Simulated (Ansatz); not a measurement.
Z-matrix (Å, degrees):
```
Si
H 1 1.4924
Si 1 2.3371 2 109.33
H 3 1.4877 1 110.79 2 60.42
H 3 1.4877 4 108.78 1 122.02
H 3 1.4878 4 108.64 5 118.09
Si 1 2.3371 2 109.35 3 -120.00
H 7 1.4877 1 110.79 2 -60.42
H 7 1.4877 8 108.78 1 -122.01
H 7 1.4878 8 108.63 9 -118.09
Si 1 2.3371 2 109.35 3 120.00
H 11 1.4877 1 110.79 2 60.42
H 11 1.4877 12 108.78 1 122.01
H 11 1.4878 12 108.63 13 118.09
```
Charge 0, spin multiplicity 1.

Computed with frozen-core CCSD(T)/cc-pVTZ // PBE0-D3(BJ)/def2-TZVP run with Ansatz (a first-principles code).

```json
{
 "HF energy": "-1161.59422 Ha",
 "MP2 correlation energy": "-0.51369 Ha"
}
```

### Question
Estimate the CCSD correlation energy, the (T) correction, the total energy and the T1 diagnostic.

### Answer

```
Item                              Value
-----------------------  --------------
CCSD correlation energy     -0.60159 Ha
(T) correction              -0.02146 Ha
CCSD(T) total energy     -1162.21728 Ha
T1 diagnostic                     0.014
```
